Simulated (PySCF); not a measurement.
First SCF of a structure search on singlet Y(OH)₃, at a hand-made PBE0 minimum (heavy-atom frame) geometry. PySCF input:

```python
from pyscf import gto, scf, dft
mol = gto.M(atom='''
Y     -0.000950     0.000870     0.000000
O      0.000000    -1.016630    -1.753580
O     -0.000000    -1.016630     1.753580
O      0.004710     2.029160     0.000000
H      0.000950    -1.497920    -2.578710
H      0.000950    -1.497920     2.578710
H      0.007170     2.984400    -0.000000''',
    basis={'Y': 'def2-SVP', 'O': 'def2-SVP', 'H': 'def2-SVP'},
    ecp={'Y': 'def2-SVP'},
    charge=0, spin=0)
mf = dft.RKS(mol, xc='PBE0')
mf.grids.atom_grid = (50, 194)
aux = {'Y': 'def2-universal-JKFIT', 'O': 'def2-universal-JKFIT', 'H': 'def2-universal-JKFIT'}
mf = mf.density_fit(auxbasis=aux)
mf.conv_tol = 1e-08
mf.diis_space = 10
mf.max_cycle = 60
mf.init_guess = 'minao'
mf.verbose = 4
mf.kernel()
```

Excerpt of the output (cycles and frontier levels):

```
init E= -260.00448574276
  HOMO = -0.663030087593819  LUMO = -0.463193728038515  gap/eV = 5.43782
cycle= 1 E= -265.080148371077  delta_E= -5.08  |g|= 1.42  |ddm|= 4.74
  HOMO = -0.0898016597408529  LUMO = 0.0283635491680947  gap/eV = 3.21544
cycle= 2 E= -264.958434837858  delta_E= 0.122  |g|= 1.72  |ddm|= 3.05
  HOMO = -0.306769905595155  LUMO = -0.0288379968777797  gap/eV = 7.56291
cycle= 3 E= -265.526764783931  delta_E= -0.568  |g|= 0.376  |ddm|= 1.58
  HOMO = -0.282525524457013  LUMO = -0.0497632772687773  gap/eV = 6.33378
cycle= 4 E= -265.558327664527  delta_E= -0.0316  |g|= 0.0321  |ddm|= 0.34
  HOMO = -0.278935257731619  LUMO = -0.044950303242711  gap/eV = 6.36705
cycle= 5 E= -265.558594436104  delta_E= -0.000267  |g|= 0.00309  |ddm|= 0.0308
  HOMO = -0.279283993003321  LUMO = -0.0449559862465563  gap/eV = 6.37639
cycle= 6 E= -265.558596474607  delta_E= -2.04e-06  |g|= 0.000407  |ddm|= 0.00427
  HOMO = -0.279373797149876  LUMO = -0.045018998969887  gap/eV = 6.37712
cycle= 7 E= -265.558596499787  delta_E= -2.52e-08  |g|= 0.000203  |ddm|= 0.000551
  HOMO = -0.279374062753711  LUMO = -0.0450169111977701  gap/eV = 6.37718
cycle= 8 E= -265.558596506922  delta_E= -7.13e-09  |g|= 7.52e-05  |ddm|= 0.000173
  HOMO = -0.279371458495704  LUMO = -0.0450127197753147  gap/eV = 6.37723
Extra cycle  E= -265.558596504457  delta_E= 2.46e-09  |g|= 0.000136  |ddm|= 0.000134
converged SCF energy = -265.558596504457
```

No lower solution of this spin was found by a stability analysis within the restricted form, which does not test spin polarisation.

Stability towards spin polarisation was not tested.

The search for the lowest solution, with the stability check, took 4 s on 2 threads of a shared Arm Neoverse V1 host, with 88 basis functions; the process peaked at 0.41 GiB. Launch command: `OMP_NUM_THREADS=2 python axn.py task.json out`.
